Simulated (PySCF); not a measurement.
Start geometry of `C[C@H](C(OCF)=O)OC(F)F` from GFN2-xTB (Å):
```
atom  x, y, z in Å
C1     0.6551   -1.8172   -1.1758
C2    -0.0589   -0.4811   -0.8429
O3    -1.4869   -0.6693   -1.0327
C4    -2.1699    0.4442   -1.0213
F5    -1.8791    1.2816   -2.0437
F6    -2.0400    1.1986    0.1004
C7     0.2376   -0.1237    0.6202
O8    -0.1856   -0.6984    1.5632
O9     1.0421    0.9606    0.7018
C10    1.4630    1.3713    1.9543
F11    2.6418    0.7722    2.2538
H12    0.4232   -2.0611   -2.2025
H13    1.6800   -1.6795   -1.0602
H14    0.2445   -2.5670   -0.5131
H15    0.2958    0.3269   -1.4837
H16   -3.2676    0.1946   -1.1027
H17    0.7473    1.0998    2.7210
H18    1.6300    2.4594    1.9047
```

**Question.** What comes out of this run: PBE0-D3(BJ)/def2-SVP geometry optimisation, gas phase in PySCF 2.14.0?

**Answer.** 
```
atom  x, y, z in Å
C1     0.579   -1.462   -1.165
C2    -0.237   -0.270   -0.702
O3    -1.606   -0.622   -0.745
C4    -2.463    0.358   -1.089
F5    -2.284    0.732   -2.378
F6    -2.272    1.472   -0.354
C7     0.140    0.118    0.717
O8    -0.517   -0.058    1.697
O9     1.375    0.677    0.710
C10    1.963    0.942    1.948
F11    2.655   -0.145    2.361
H12    0.331   -1.694   -2.209
H13    1.652   -1.243   -1.086
H14    0.345   -2.338   -0.544
H15   -0.035    0.596   -1.354
H16   -3.491   -0.010   -0.953
H17    1.189    1.179    2.694
H18    2.660    1.777    1.786
```

The energy falls by 28.6 kJ/mol over 15 energy and gradient evaluations, the largest force component goes from 0.0651 to 2.0e-04 Eh/bohr, and the atoms move by 0.541 Å rms after alignment. The bond that changes most is C1–H13 (methyl carbon to methyl hydrogen), which lengthens by 0.058 Å. Bonds longer at the end by more than 0.005 Å: 8 of 17; shorter: 5. Among the angles that change most is H13–C1–H14, from 113.4° to 109.1°. Among the dihedrals that turn most is C1–C2–C7–O9, from 111° to 71°. Rotational constants go from 1778, 671.8, 578.7 to 2278, 572.5, 517.6 MHz. The orientation of the end geometry is arbitrary; only internal coordinates are fixed.

The run used 189 basis functions and 115 SCF cycles in all. On one thread, Arm Neoverse V2 (aarch64), shared host, this took 4.7 min of wall time and 0.83 GiB of memory at its peak.

PBE0-D3(BJ)/def2-SVP frequencies: not computed here. The numbers are those of one conformer.
